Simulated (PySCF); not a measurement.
# Computed vibrations of [Eu(O2)2]−

[Eu(O2)2]− (singlet in the valence; each metal's 4f electrons, 6 of them, lie in its core potential, out of spins and levels). PySCF 2.14.0, RKS BP86, Eu lcecp-1-SVP with ECP52, O def2-SVP; non-relativistic Hamiltonian with scalar-relativistic core potentials where named; density fitting; no spin-orbit coupling. Central differences of gradients.

```xyz
5

Eu    0.0000    0.0000    0.0000
O     0.5377    0.5377    2.0447
O    -0.5377   -0.5377    2.0447
O     0.5377   -0.5377   -2.0447
O    -0.5377    0.5377   -2.0447
```

Run from Python with OMP_NUM_THREADS=2. Where DIIS fails, smearing, a level shift and second-order steps follow.
It took 32 s on 2 threads of AMD EPYC 7R43 64-Core Processor (Zen 3), on a shared host.

Problem. What are the harmonic wavenumbers and infrared intensities?

Solution. Modes are labelled in D2d; negative numbers are unstable modes, those under 60 cm⁻¹ near the noise; a finer grid moves soft modes by up to 10 cm⁻¹.
```tsv
cm⁻¹	km/mol	symmetry
5	53.2	e
5	53.2	e
93	0.0	b1
445	0.0	a1
469	155.3	b2
482	24.6	e
482	24.6	e
766	137.5	b2
772	0.0	a1
```

Problem. Is this a minimum?

Solution. Yes, within the noise of the softest modes. Ideal gas at 298.15 K and 1 bar: S = 398.8 J/(mol K), Cp = 86.0 J/(mol K), H − H(0 K) = 19.8 kJ/mol (rigid rotor, harmonic modes, spin degeneracy alone, that of the 4f electrons in the core included; the modes under 60 cm⁻¹ make these uncertain).

An lcecp potential fixes the number of 4f electrons, so in runs with it no electron can move into or out of that shell.
